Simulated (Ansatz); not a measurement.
**SnH2F (SMILES [F][SnH2]): methods side by side**

The species is SnH2F (4 atoms), meant as a doublet with charge 0. SMILES: `[F][SnH2]`. Geometry: relaxed at PBE0-D4/def2-TZVP.

Quantity: the vertical energy of the quartet above the doublet, in eV. The values are calculated.

```json
{"level": "UHF/STO-3G", "kind": "Hartree–Fock", "program": "Ansatz", "value (eV)": "6.18", "less FCI/STO-3G": "-0.84", "CPU time (all runs)": "1.7 s"}
{"level": "USVWN5/STO-3G", "kind": "LDA", "program": "Ansatz", "value (eV)": "7.35", "less FCI/STO-3G": "+0.33", "CPU time (all runs)": "3.4 s"}
{"level": "UBLYP/STO-3G", "kind": "GGA", "program": "Ansatz", "value (eV)": "7.45", "less FCI/STO-3G": "+0.43", "CPU time (all runs)": "6 s"}
{"level": "UBHLYP/STO-3G", "kind": "global hybrid", "program": "Ansatz", "value (eV)": "7.26", "less FCI/STO-3G": "+0.24", "CPU time (all runs)": "6.3 s"}
{"level": "U-wB97M-V/STO-3G", "kind": "range-separated hybrid", "program": "Ansatz", "value (eV)": "7.65", "less FCI/STO-3G": "+0.63", "CPU time (all runs)": "61 s"}
{"level": "UB2PLYP/STO-3G", "kind": "double hybrid", "program": "Ansatz", "value (eV)": "7.37", "less FCI/STO-3G": "+0.35", "CPU time (all runs)": "7 s"}
{"level": "UBCCD(T)/STO-3G", "kind": "coupled cluster or CI", "program": "Ansatz", "value (eV)": "6.99", "less FCI/STO-3G": "-0.03", "CPU time (all runs)": "2.5 s"}
{"level": "UCCSDT/STO-3G", "kind": "coupled cluster or CI", "program": "Ansatz", "value (eV)": "7.01", "less FCI/STO-3G": "-0.01", "CPU time (all runs)": "3.7 s"}
{"level": "FCI/STO-3G", "kind": "exact in the basis", "program": "Ansatz", "value (eV)": "7.02", "less FCI/STO-3G": "0.00", "CPU time (all runs)": "6.9 s"}
```

FCI/STO-3G is exact within its basis and frozen core, so for wave-function methods in that basis the difference is their error; functionals converge differently with the basis, so for them it is only a difference. All-electron rows without a relativistic Hamiltonian named are non-relativistic. Spin-orbit coupling, which can split open shells on such heavy atoms by tenths of an eV, is left out. The values span 6.18 to 7.65 eV. All rows use very small basis sets, so none should be taken for the real molecule's value. In the correlated wave-function rows the outer d shell of Sn is correlated, in sets not made for it. CPU times are rough (shared hosts, several kinds of processor and program).
